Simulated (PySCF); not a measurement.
## Calculated data, Ge₂H₉NSi, AlGeH₂NO

All values are calculated (PySCF 2.14.0). Calculation on a computer-drawn molecule: optimised geometry and harmonic frequencies of an isolated molecule of the commonest isotopes, restricted reference for singlets and unrestricted otherwise, frozen core in MP2; on germanium a core potential holds 10 electrons, which the energies leave out, and 3d is frozen in MP2 and coupled-cluster steps.

Common to all runs: charge 0; multiplicity 1; method HF; basis cc-pV(D+d)Z; basis and core potential on germanium cc-pVDZ-PP ECP10MDF.

(1) Ge₂H₉NSi

Start structure:
```xyz
13
Ge2H9NSi
N     -1.0689    -1.0587    -2.2826
Ge    -0.5165    -0.6099    -0.5754
Si    -1.2251     1.4773     0.2737
Ge    -0.2783     2.0150     2.2853
H     -2.0759    -1.1999    -2.3664
H     -0.8285    -0.4593    -3.0079
H      1.0072    -0.6749    -0.8518
H     -0.8067    -1.8164     0.2458
H     -0.8825     2.5770    -0.7666
H     -2.6549     1.4435     0.3062
H      1.1410     2.0282     2.3875
H     -0.7481     3.3495     2.8527
H     -0.6304     1.0469     3.4203
```

Results for Ge₂H₉NSi: rotational constants 6.795, 0.6078, 0.5711 GHz; total energy -935.3838 hartree; convergence status largest gradient component 2.075e-05 hartree/bohr.

Drawn bonds:
| atom | other atom | order |
| --- | --- | --- |
| 1 | 2 | 1 |
| 2 | 3 | 1 |
| 3 | 4 | 1 |
| 1 | 5 | 1 |
| 1 | 6 | 1 |
| 2 | 7 | 1 |
| 2 | 8 | 1 |
| 3 | 9 | 1 |
| 3 | 10 | 1 |
| 4 | 11 | 1 |
| 4 | 12 | 1 |
| 4 | 13 | 1 |

Optimised structure:
```xyz
13
Ge2H9NSi
N     -1.1160    -1.0977    -2.3083
Ge    -0.4371    -0.6452    -0.6465
Si    -1.2063     1.4825     0.2068
Ge    -0.2929     2.0118     2.3723
H     -2.1179    -1.1913    -2.3224
H     -0.8644    -0.4500    -3.0364
H      1.0900    -0.6269    -0.7868
H     -0.8444    -1.7689     0.3144
H     -0.8298     2.5581    -0.7474
H     -2.6893     1.4650     0.3040
H      1.2386     2.0701     2.3085
H     -0.8089     3.3690     2.8652
H     -0.6893     0.9417     3.3973
```

Modes:
| frequency (cm⁻¹) | reduced mass (dalton) |
| --- | --- |
| 36.82 | 3.391 |
| 66.09 | 7.079 |
| 82.3 | 1.081 |
| 140.4 | 1.055 |
| 148.1 | 5.241 |
| 322.1 | 5.683 |
| 329.1 | 1.043 |
| 398.4 | 7.326 |
| 400.5 | 1.068 |
| 502.9 | 1.171 |
| 557.3 | 1.217 |
| 649.4 | 2.233 |
| 689.9 | 1.626 |
| 694.1 | 1.052 |
| 759 | 1.261 |
| 762.7 | 1.022 |
| 865.7 | 1.09 |
| 896.4 | 1.048 |
| 937.3 | 1.024 |
| 966.6 | 1.018 |
| 966.7 | 1.018 |
| 1007 | 1.143 |
| 1013 | 1.048 |
| 1702 | 1.093 |
| 2205 | 1.023 |
| 2207 | 1.023 |
| 2210 | 1.024 |
| 2215 | 1.014 |
| 2221 | 1.013 |
| 2282 | 1.03 |
| 2284 | 1.051 |
| 3725 | 1.051 |
| 3812 | 1.093 |

(2) AlGeH₂NO

Start structure:
```xyz
6
AlGeH2NO
N     -0.4592    -1.9422    -1.2839
Al    -0.8079    -0.5567    -0.3663
Ge    -1.1845     1.5652     1.3180
O     -2.5827     2.3721     0.8299
H     -0.9589    -2.3051    -2.0855
H     -3.2228     2.1100     0.0857
```

The calculation gives: rotational constants 11.68, 1.446, 1.287 GHz; total energy -665.7401 hartree; convergence status largest gradient component 1.703e-05 hartree/bohr.

Drawn bonds:
| atom | other atom | order |
| --- | --- | --- |
| 1 | 2 | 2 |
| 2 | 3 | 1 |
| 3 | 4 | 1 |
| 1 | 5 | 1 |
| 4 | 6 | 1 |

Optimised structure:
```xyz
6
AlGeH2NO
N     -0.7968    -1.6889    -1.3669
Al    -0.9170    -0.4642    -0.3380
Ge    -1.1002     1.5750     1.3834
O     -2.5984     2.3094     0.7786
H     -0.7245    -2.4459    -2.0032
H     -3.0792     1.9579     0.0439
```

Modes:
| frequency (cm⁻¹) | reduced mass (dalton) |
| --- | --- |
| 76.14 | 6.501 |
| 102.9 | 8.569 |
| 203.3 | 11.7 |
| 250.3 | 13.9 |
| 482 | 1.132 |
| 536 | 1.138 |
| 547.6 | 1.142 |
| 729.1 | 14.5 |
| 859.8 | 1.089 |
| 1209 | 9.336 |
| 3984 | 1.086 |
| 4169 | 1.068 |
